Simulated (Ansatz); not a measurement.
`Cl[SiH2]Br` → HCl + `[SiH]Br` at 298.15 K and 1 bar (silylene formation by 1,1-elimination).

Isolated molecules relaxed with PBE0-D4/def2-TZVP in Ansatz; ΔE leaves out vibrations. CCSD(T)/CBS is the MP2 limit (def2-TZVPP, def2-QZVPP) plus CCSD(T) − MP2 in def2-TZVPP, frozen cores. This one scheme is used for every species. For Br outer-core shells are correlated without core-valence functions, which leaves a few kJ/mol of doubt a bond. Scalar relativity is left out up to krypton.

```csv
species,CCSD(T)/CBS energy (Eh),H − E (kJ/mol),S (J/(mol·K))
`Cl[SiH2]Br`,-3323.46904,66.3,304.6
HCl,-460.38127,26.6,186.8
`[SiH]Br`,-2862.97869,30.2,263.1
```

H − E and S are ideal-gas, rigid-rotor, harmonic terms from PBE0-D4/def2-TZVP. 1 Eh = 2625.50 kJ/mol, R = 8.31446 J/(mol·K).

Task: By hand: ΔE, ΔH, ΔS and ΔG.

Result: ΔE = (-460.38127) + (-2862.97869) − (-3323.46904) = 0.10908 Eh = 286.4 kJ/mol. Δ(H − E) = 26.6 + 30.2 − 66.3 = -9.5, so ΔH = 276.9 kJ/mol. ΔS = 186.8 + 263.1 − 304.6 = 145.3 J/(mol·K). ΔG = 276.9 − 298.15 × (145.3)/1000 = 233.6 kJ/mol.

Task: By hand: the equilibrium constant, and the temperature at which ΔG would vanish if ΔH and ΔS stayed fixed.

Result: log₁₀ K = −ΔG/(RT ln 10) = -40.9. ΔG = 0 at ΔH/ΔS = 1906 K.

The number of gas molecules changes by +1, which sets the sign of ΔS. A doubt of 5 kJ/mol in ΔE shifts log₁₀ K by 0.9 here. These are equilibria of isolated gas molecules and say nothing of rates. Largest T1 diagnostic: 0.011 (customary marks: 0.02 for closed shells, 0.045 for open ones).
